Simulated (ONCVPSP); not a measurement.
# u(r) = r·R(r): atom against pseudo-atom (magnesium)

Columns: radius, all-electron u(r) and pseudo u(r) of the 2s shell (level -79.85 eV) of magnesium in the configuration [He] 2s2 2p6 3s2; PBE, scalar-relativistic, ONCV scheme, ONCVPSP 4.0.1.

```tsv
r (bohr)	all-electron	pseudo
0.068	-0.5590	0.2341
0.135	-0.2972	0.4543
0.202	0.1562	0.6545
0.270	0.5796	0.8295
0.338	0.8959	0.9700
0.405	1.0964	1.0715
0.473	1.2041	1.1362
0.540	1.2375	1.1635
0.608	1.2197	1.1579
0.675	1.1679	1.1244
0.742	1.0952	1.0689
0.810	1.0096	0.9964
0.878	0.9192	0.9141
0.945	0.8300	0.8289
1.013	0.7424	0.7427
1.080	0.6611	0.6615
1.148	0.5845	0.5847
1.215	0.5155	0.5155
1.283	0.4521	0.4521
1.350	0.3960	0.3960
1.418	0.3453	0.3453
1.485	0.3009	0.3009
1.553	0.2612	0.2611
1.620	0.2267	0.2267
1.688	0.1961	0.1961
1.755	0.1697	0.1697
```

Q: How many radial nodes do the two functions have?

A: The all-electron 2s function has n − l − 1 = 1; the pseudo-wave has 0, since the states of the same l below it are removed with the core.

Q: At about which radius was the pseudo-wave matched?

A: 1.35 bohr. The columns agree to 0.0005 from 1.01 bohr on; several derivatives are matched, so the curves merge somewhat inside the radius.

Q: Where does each function peak?

A: Outermost all-electron maximum near 0.54 bohr, pseudo maximum near 0.54 bohr (to the table’s step).

Q: Is the pseudo-wave norm-conserving?

A: Yes: the ONCV scheme keeps the norm inside the radius equal to the all-electron one, which fixes the energy derivative of the logarithmic derivative at the level.
